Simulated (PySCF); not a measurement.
Static response to an electric field

C₃HF₅S.
SMILES with atom numbers: `[F:1][CH:2]([F:3])[C:4](=[S:5])[C:6]([F:7])([F:8])[F:9]` (hydrogens: H10 on C2)

Geometry (PBE0-D3(BJ)/def2-SVP, Å), atoms numbered from 1 in this order:
```
atom  x, y, z in Å
F1    -1.4308    0.7213    1.0334
C2    -1.2534    0.3317   -0.2412
F3    -1.0889    1.4310   -0.9985
C4    -0.0161   -0.5451   -0.3637
S5    -0.0093   -1.8653   -1.2768
C6     1.2119   -0.0761    0.4167
F7     2.3114   -0.7041    0.0374
F8     1.3931    1.2307    0.2406
F9     1.0305   -0.3019    1.7158
H10   -2.1431   -0.2196   -0.5868
```

Level: PBE0/def2-SVPD (PySCF), static field, nuclei fixed, core orbitals frozen in the response. The polarisability tensor in these axes (au):

```
x   56.39 -1.73  2.33
y   -1.73 66.26 11.29
z    2.33 11.29 57.39
```

Problem. Diagonalise the tensor; give its mean and Δα, where Δα² is half the sum of the squared differences of the eigenvalues.

Solution. Principal values 48.62, 57.47 and 73.95 au; mean 60.01 au = 8.89 Å³ = 9.90 × 10⁻⁴⁰ C²·m²/J; Δα = 22.27 au (37 % of the mean).

Problem. What is the dipole moment, and where does it point?

Solution. (-1.20, -1.27, -0.83) D, 1.94 D in size, pointing from the negative to the positive side. Measured along this direction, the outermost atoms are F8 at the negative end and S5 and H10 at the positive end.

Problem. Directions of the eigenvectors, and the extent of the frame along each?

Solution. Largest value along (-0.01, 0.83, 0.56), where the nuclei span 3.45 Å; middle along (0.94, -0.19, 0.29), 4.45 Å; least along (-0.35, -0.53, 0.77), 2.28 Å. The strongest response doesn't lie along the longest of the three spans.

Problem. Find the Langevin capture rate constant for O2+ (31.990 u) meeting this molecule (163.972 u), k = 2.342 × 10⁻⁹ cm³/s × √(α in Å³ / reduced mass in u).

Solution. The reduced mass is 26.77 u, so k = 1.35 × 10⁻⁹ cm³/s. The formula leaves out the permanent dipole, which adds to the capture rate.

Problem. Orientational against electronic polarisability at 400 K (dilute gas, rigid molecules)?

Solution. In Gaussian units μ²/3kT = 22.73 Å³ against 8.89 Å³, a ratio of 2.56; the Debye molar polarisation (4π/3)N_A(α + μ²/3kT) is 79.8 cm³/mol, leaving out the vibrational part.

Geometry: PBE0-D3(BJ)/def2-SVP, one conformer, isolated molecule.
